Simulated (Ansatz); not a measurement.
Ansatz (a program for electronic structure) input (B3LYP-D3(BJ)/def2-TZVP):

Ansatz 0.2 input:
```yaml
crystal:
  periodic: [false, false, false]
  atoms:
    - {symbol: Cl, position_ang: [-1.40250737, -0.20014729, 0.02098688]}
    - {symbol: C, position_ang: [-0.03054783, 0.84410807, 0.00883340]}
    - {symbol: Cl, position_ang: [1.41328896, -0.09777321, -0.02410455]}
basis:
  gaussian:
    orbitals: def2-TZVP
hamiltonian:
  xc: b3lyp
  dispersion: d3bj
phonons: {temperatures: {t_min: 298.15, t_max: 298.15, t_step: 100}}
```

Output:

```
Functional definition: B3LYP
integrals: 0.03 GiB planned
706 factors; their error is unknown
mean field: 0.30 GiB planned
mean field evaluation 1: about -26080.3244 eV, gradient 1.8e1 eV
mean field evaluation 2: about -26078.8736 eV, gradient 2.9e1 eV
mean field evaluation 4: about -26081.1421 eV, gradient 5.8e-1 eV
mean field evaluation 8: about -26081.2029 eV, gradient 1.3e-1 eV
mean field evaluation 16: about -26081.2029 eV, gradient 1.6e-5 eV
mean field -26081.20290098 eV, -958.4665281369 hartree, gradient 1.6e-5 eV, S^2 0.000000; 0 other end points of the search recorded, 0 dependent functions left out
the calculation of the forces begins
reference -26081.20312110 eV, -958.4665362261 hartree; 20, 20 occupied and 85, 85 virtual orbitals, 706 factors
these checks for a lower state are left out or cut short: stability, starts, cluster_reference, orbital_swaps, neighbouring_geometries, increment
integrals: 0.03 GiB planned
706 factors; their error is unknown
mean field: 0.30 GiB planned
mean field -26081.20281676 eV, -958.4665250416 hartree, gradient 1.0e-6 eV, S^2 0.000000; 0 other end points of the search recorded, 0 dependent functions left out
the calculation of the forces begins
reference -26081.20303686 eV, -958.4665331303 hartree; 20, 20 occupied and 85, 85 virtual orbitals, 706 factors
these checks for a lower state are left out or cut short: stability, starts, cluster_reference, orbital_swaps, neighbouring_geometries, increment
integrals: 0.03 GiB planned
706 factors; their error is unknown
mean field: 0.30 GiB planned
mean field -26081.20289743 eV, -958.4665280064 hartree, gradient 1.3e-6 eV, S^2 0.000000; 0 other end points of the search recorded, 0 dependent functions left out
the calculation of the forces begins
reference -26081.20311757 eV, -958.4665360961 hartree; 20, 20 occupied and 85, 85 virtual orbitals, 706 factors
these checks for a lower state are left out or cut short: stability, starts, cluster_reference, orbital_swaps, neighbouring_geometries, increment
integrals: 0.03 GiB planned
706 factors; their error is unknown
mean field: 0.30 GiB planned
mean field evaluation 32: about -26081.1426 eV, gradient 1.5e-1 eV
mean field -26081.20288787 eV, -958.4665276550 hartree, gradient 8.3e-7 eV, S^2 0.000000; 0 other end points of the search recorded, 0 dependent functions left out
the calculation of the forces begins
reference -26081.20310798 eV, -958.4665357439 hartree; 20, 20 occupied and 85, 85 virtual orbitals, 706 factors
these checks for a lower state are left out or cut short: stability, starts, cluster_reference, orbital_swaps, neighbouring_geometries, increment
integrals: 0.03 GiB planned
706 factors; their error is unknown
mean field: 0.30 GiB planned
mean field -26081.20289157 eV, -958.4665277908 hartree, gradient 1.0e-6 eV, S^2 0.000000; 0 other end points of the search recorded, 0 dependent functions left out
the calculation of the forces begins
reference -26081.20311170 eV, -958.4665358804 hartree; 20, 20 occupied and 85, 85 virtual orbitals, 706 factors
these checks for a lower state are left out or cut short: stability, starts, cluster_reference, orbital_swaps, neighbouring_geometries, increment
integrals: 0.03 GiB planned
706 factors; their error is unknown
mean field: 0.30 GiB planned
mean field -26081.20286144 eV, -958.4665266837 hartree, gradient 1.3e-6 eV, S^2 0.000000; 0 other end points of the search recorded, 0 dependent functions left out
the calculation of the forces begins
reference -26081.20308155 eV, -958.4665347724 hartree; 20, 20 occupied and 85, 85 virtual orbitals, 706 factors
these checks for a lower state are left out or cut short: stability, starts, cluster_reference, orbital_swaps, neighbouring_geometries, increment
integrals: 0.03 GiB planned
706 factors; their error is unknown
mean field: 0.30 GiB planned
mean field -26081.20286432 eV, -958.4665267895 hartree, gradient 1.3e-6 eV, S^2 0.000000; 0 other end points of the search recorded, 0 dependent functions left out
the calculation of the forces begins
reference -26081.20308445 eV, -958.4665348792 hartree; 20, 20 occupied and 85, 85 virtual orbitals, 706 factors
Total energy: -26081.32565797 eV, -958.4710393730 hartree
Atom 0 at    -1.402507    -0.200147     0.020987 Å, force    -0.000123    -0.000018     0.000002 eV/Å
Atom 1 at    -0.030548     0.844108     0.008833 Å, force    -0.000001     0.000028     0.000000 eV/Å
Atom 2 at     1.413289    -0.097773    -0.024105 Å, force     0.000124    -0.000009    -0.000002 eV/Å
Dipole moment:     0.008870    -0.245088    -0.002565 e Å
Vibrations: 331.78 710.13 735.30 cm⁻¹, zero-point energy 0.110173 eV
```
